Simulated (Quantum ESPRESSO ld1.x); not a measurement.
All-electron atom: Dy III in [Xe] 4f10. Calculated with ld1.x of Quantum ESPRESSO 7.5: Dirac Kohn-Sham, exchange-only LDA, spin-unpolarised, spherical densities, point nucleus; open shells fill j = l - 1/2 first.

Normalised radial functions P(r) = r R(r) (large component), r in bohr:

r           6s1/2    5d5/2
0.002869   0.0365   0.0000
0.003983   0.0446   0.0001
0.00553    0.0524   0.0002
0.007738   0.0582   0.0005
0.01074    0.0583   0.0013
0.01503    0.0481   0.0032
0.02087    0.0234   0.0075
0.02897   -0.0168   0.0168
0.04053   -0.0648   0.0356
0.05627   -0.0933   0.0681
0.07874   -0.0670   0.1160
0.1093     0.0249   0.1621
0.1517     0.1224   0.1679
0.2123     0.1032   0.0802
0.2947    -0.0663  -0.0962
0.4124    -0.1969  -0.2526
0.5726    -0.0592  -0.2188
0.7948     0.2277   0.0323
1.112      0.3040   0.3712
1.544      0.0112   0.6067
2.161     -0.4289   0.6579
2.999     -0.6342   0.5279
4.163     -0.4894   0.3049
5.826     -0.2053   0.1118
8.088     -0.0437   0.0233
11.32     -0.0035   0.0020
15.71     -0.0001   0.0001
21.81     0.0000   0.0000

6s1/2 (empty): eigenvalue -13.703 eV, 5 radial nodes at r = 0.0256, 0.101, 0.264, 0.614, 1.56 bohr, <r> = 3.42 bohr, 90 % of the charge inside 4.92 bohr. 5d5/2 (empty): eigenvalue -12.425 eV, 2 radial nodes at r = 0.250, 0.769 bohr, <r> = 2.54 bohr, 90 % of the charge inside 3.95 bohr.
